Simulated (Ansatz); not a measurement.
Basis-set series for C2H6OSi (`C=C[SiH2]O`). The species carries charge 0 and has multiplicity 1. Geometry: relaxed with PBE0-D4/def2-TZVP. It is one conformer, not always the lowest.

Cartesian coordinates in Å:
```
C 1.354 -0.824 -0.423
C 0.742 -0.233 0.600
Si -0.833 0.733 0.410
O -1.436 0.605 -1.120
H 0.960 -0.758 -1.434
H 2.273 -1.390 -0.303
H 1.186 -0.326 1.591
H -1.818 0.243 1.417
H -0.600 2.181 0.630
H -1.829 -0.233 -1.368
```

| functional | basis | functions | energy (Eh) | HOMO (eV) | LUMO (eV) |
| --- | --- | --- | --- | --- | --- |
| PBE0-D4 | def2-SVP | 90 | -444.04288 | -7.90 | -0.25 |
| PBE0-D4 | def2-TZVPP | 219 | -444.33327 | -7.96 | -0.47 |
| ωB97M-V | def2-SVP | 90 | -444.24558 | -10.11 | 1.97 |
| ωB97M-V | def2-TZVPP | 219 | -444.54419 | -10.20 | 1.61 |

Question: Give the rows for def2-QZVPP. (An estimate is asked.)

Answer: The calculation gave: 
| functional | basis | functions | energy (Eh) | HOMO (eV) | LUMO (eV) |
| --- | --- | --- | --- | --- | --- |
| PBE0-D4 | def2-QZVPP | 421 | -444.35236 | -7.98 | -0.54 |
| ωB97M-V | def2-QZVPP | 421 | -444.56207 | -10.21 | 1.36 |

Positive LUMOs are unbound and depend on the basis.

Computed with Ansatz.
